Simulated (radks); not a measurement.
Q: The mean radii <r> (bohr) of the occupied orbitals of an atom or ion are listed with their occupations. Calculated with a radial shooting solver on a logarithmic mesh with Libxc functionals: non-relativistic Kohn-Sham, LB94 model potential, spin-polarised, spherical densities, point nucleus.

| orbital | occ. | <r> |
|---|---|---|
| 1s down | 1 | 0.03235 |
| 1s up | 1 | 0.03235 |
| 2s up | 1 | 0.1401 |
| 2s down | 1 | 0.1401 |
| 2p up | 3 | 0.1196 |
| 2p down | 3 | 0.1196 |
| 3s up | 1 | 0.3785 |
| 3s down | 1 | 0.3792 |
| 3p up | 3 | 0.3696 |
| 3p down | 3 | 0.3703 |
| 3d up | 5 | 0.3396 |
| 3d down | 5 | 0.3403 |
| 4s up | 1 | 0.8417 |
| 4s down | 1 | 0.8346 |
| 4p up | 3 | 0.8658 |

Name the element and its charge. Open shells, if any, are filled with parallel spins first.

A: Z = 47, silver, charge +14: Ag14+ in [Ar] 3d10 4s2 4p3. The 1s radius gives Z: for a bare nucleus <r> = 1.5/Z, 0.03191 bohr for Z = 47, and screening makes it slightly larger (0.03235 here). The occupations add up to 33, and the charge is Z minus that.
